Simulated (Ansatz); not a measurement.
```xyz
4

B     0.0000    0.0000    0.0000
F     1.4152    0.0000    0.0000
F    -0.7076    1.2256    0.0000
F    -0.7076   -1.2256    0.0000
```

Basis set: 6-31G* (spherical functions). Correlated methods keep 4 orbitals frozen. Charge 0, multiplicity 1.

Computed with Ansatz (development build ahead of 0.2.0); each method stands on the lowest determinant of its kind that the runs found. Restricted open shells among the atoms or ions are ROHF, correlated in semicanonical orbitals with singles.

The atomization energy at this shape (free ground-state atoms in the same class of orbitals less the molecule, no zero-point energy) of singlet BF3:

```tsv
method	atomization energy
RHF-MP2	20.00 eV
```

**Question.** What does RHF give?

**Answer.** 15.11 eV. Caution: the shape is not the minimum.
